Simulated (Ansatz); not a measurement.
`C=C[SiH](F)Cl` and `C=C[SiH](O)Cl` differ in one atom or group.

Ansatz, PBE0-D4/def2-TZVP geometries, multiplicity 1. Each molecule was computed in one conformer, which needn't be the lowest.

| property | `C=C[SiH](F)Cl` |
| --- | --- |
| HOMO energy (ωB97M-V/def2-TZVPP) / eV | -10.87 |
| ideal-gas entropy at 298 K and 1 bar (rigid rotor, harmonic PBE0-D4/def2-TZVP) / J/(mol·K) | 340 |
| HOMO–LUMO gap (PBE0/def2-TZVPP) / eV | 7.54 |
| LUMO energy (ωB97M-V/def2-TZVPP) / eV | 1.05 |
| HOMO energy (B3LYP/def2-TZVPP) / eV | -8.36 |
| LUMO energy (PBE0/def2-TZVPP) / eV | -1.08 |

Task: What does the change do to each property? (Estimate.)

Result: Computed: 
```json
{"property": "HOMO energy (ωB97M-V/def2-TZVPP) / eV", "`C=C[SiH](O)Cl`": "-10.62", "shift": "0.25"}
{"property": "ideal-gas entropy at 298 K and 1 bar (rigid rotor, harmonic PBE0-D4/def2-TZVP) / J/(mol·K)", "`C=C[SiH](O)Cl`": "347", "shift": "7"}
{"property": "HOMO–LUMO gap (PBE0/def2-TZVPP) / eV", "`C=C[SiH](O)Cl`": "7.51", "shift": "-0.03"}
{"property": "LUMO energy (ωB97M-V/def2-TZVPP) / eV", "`C=C[SiH](O)Cl`": "1.24", "shift": "0.19"}
{"property": "HOMO energy (B3LYP/def2-TZVPP) / eV", "`C=C[SiH](O)Cl`": "-8.11", "shift": "0.25"}
{"property": "LUMO energy (PBE0/def2-TZVPP) / eV", "`C=C[SiH](O)Cl`": "-0.86", "shift": "0.22"}
```

The zero-point energy changes by 29.7 kJ/mol with +3 modes.

B3LYP here is the variant with VWN-RPA as its local correlation; programs differ in this.

Positive LUMOs are unbound, so they and the gaps depend on the basis.
